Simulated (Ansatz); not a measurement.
Consider the formal exchange of groups at a C–C bond: `C=C=C([SiH3])CCl` + `CI` → `ClCCI` + `C=C=C[SiH3]`.

Gas-phase electronic energies from Ansatz, PBE0-D4/def2-TZVP geometries. CBS: MP2 limit from def2 TZ/QZ plus the TZ coupled-cluster correction, frozen cores. Elements past krypton have def2 core potentials. For I outer-core shells are correlated without core-valence functions, which leaves a few kJ/mol of doubt a bond. Each species was taken in one conformer, which may not be the lowest.

```json
{"species": "`C=C=C([SiH3])CCl`", "MP2/def2-QZVPP energy (Eh)": "-905.05179"}
{"species": "`CI`", "MP2/def2-QZVPP energy (Eh)": "-337.15696"}
{"species": "`ClCCI`", "MP2/def2-QZVPP energy (Eh)": "-835.53544"}
{"species": "`C=C=C[SiH3]`", "MP2/def2-QZVPP energy (Eh)": "-406.67429"}
```

(1) Work out ΔE.

Largest T1 diagnostic among the species: 0.012.

## Answers

(1) ΔE = (-835.53544) + (-406.67429) − (-905.05179) − (-337.15696) = -0.00098 Eh = -2.6 kJ/mol. CCSD(T)/CBS gives -4.0 kJ/mol.

In def2-TZVPP, CCSD(T) changes the Hartree–Fock value by +3.8 kJ/mol (the triples alone add +1.1 kJ/mol) and MP2 by +4.5 kJ/mol. The D4 term adds +4.6 kJ/mol with B3LYP and +2.8 kJ/mol with PBE0; it sums over pairs of atoms, weighted by their polarisabilities, and B3LYP, whose exchange is more repulsive, gets the larger term.

B3LYP here is the variant with VWN-RPA as its local correlation; programs differ in this.
